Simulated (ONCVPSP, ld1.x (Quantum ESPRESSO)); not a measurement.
**Potentials for zinc (Zn) compared**

Generated with ld1.x 7.5 (TM, RRKJ, ultrasoft, PAW), atompaw 4.2 or ONCVPSP 4.0.1. The cutoff is in Ry: for ld1.x and atompaw files where the sum of valence levels is converged to 10 mRy in a Bessel basis, for ONCV files where the hardest occupied wave has 1 mHa per electron of residual kinetic energy. The error is the largest all-electron minus pseudo excitation energy over each file’s own four to seven test configurations (ionisations up to +4, promotions, holes and added fractions of an electron), all of which were solved. The labels leave out finer settings (local radius, basis sizes, second energies), which also bear on the numbers. Spin-polarised tests are not counted. The rows are a selection from randomly drawn settings: files with unsolved tests, undetermined cutoffs or missed reference levels are left out.

A true bound ghost makes a file unfit for plane-wave use even where its test errors are small: the radial tests pick states by their node count and pass the ghost by.

```tsv
potential	cutoff (Ry)	largest error (meV)	bound ghosts
ONCV, PBEsol, scalar-relativistic, rc 1.85/1.55/1.50 (spd), local smoothed, core correction yes, reference 3d10 4s2, qcut 2.9/5.4/12.2, projectors 3/1/2	107	+69	s
ONCV, PBE, scalar-relativistic, rc 2.15/2.25/1.20 (spd), local smoothed, core correction yes, reference 3d10 4s2, qcut 3.7/4.1/10.8, projectors 3/1/2	240	+70	none
ONCV, LDA (Perdew-Wang 92), fully relativistic, rc 2.25/2.05/1.10 (spd), local smoothed, core correction yes, reference 3d10 4s2, qcut 3.8/3.8/15.4, projectors 2/2/1	177	-55	s
TM semilocal, PBEsol, scalar-relativistic, rc 1.50/2.55/1.40 (spd), local s, core correction yes, reference 3d10 4s1 4p0	140	-1147	none
ONCV, PBE, scalar-relativistic, rc 1.05/0.90/0.90 (spd), local d, core correction yes, reference 3s2 3p6 3d10 4s2, qcut 12.3/15.4/18.7, projectors 2/2/0	255	-17	none
PAW, PBEsol, scalar-relativistic, rc 1.15/1.45/0.75 (spd), local smoothed, core correction yes, reference 3s2 3p6 3d10 4s2 4p0	260	+60	none
ONCV, Wu-Cohen, scalar-relativistic, rc 1.35/0.65/0.75 (spd), local smoothed, core correction yes, reference 3s2 3p6 3d10 4s2, qcut 11/13/23.9, projectors 2/2/2	371	-11	none
```

(1) Fill in the row for Zn: ONCV, PBE, scalar-relativistic, rc 2.15/2.05/1.50 (spd), local smoothed, core correction no, reference 3d10 4s2, qcut 3.6/4.7/12.7, projectors 2/2/2.

Answers

(1) cutoff 111 Ry, largest error +79 meV, bound ghosts: none.
